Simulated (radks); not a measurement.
Results of a calculation; reference values are marked as such.
Task: All-electron atom: Sr2+ in [Ar] 3d10 4p6 4s(up 1, down 1) (the NIST ground configuration). Code: a radial shooting solver on a logarithmic mesh with Libxc functionals. Model: scalar-relativistic Kohn-Sham, r2SCAN, spin-polarised, spherical densities, finite nucleus; meta-GGA in the generalised Kohn-Sham scheme; Fermi nuclear charge, rms radius 4.224 fm. Some entries of the table are withheld. Estimate them.

orbital  occ.  eigenvalue (hartree)  <1/r> (bohr^-1)
1s          2             -587.6171            38.99
2s          2                   (1)              (2)
2p          6                   (3)            8.497
3s          2                   (4)              (5)
3p          6             -10.11553            2.765
3d         10              -5.29068            2.506
4s          2              -2.05618           0.9865
4p          6                   (6)           0.8549

Result: 
(1) 2s eigenvalue (hartree): -80.40560
(2) 2s <1/r> (bohr^-1): 8.719
(3) 2p eigenvalue (hartree): -71.41725
(4) 3s eigenvalue (hartree): -13.04905
(5) 3s <1/r> (bohr^-1): 2.925
(6) 4p eigenvalue (hartree): -1.36416
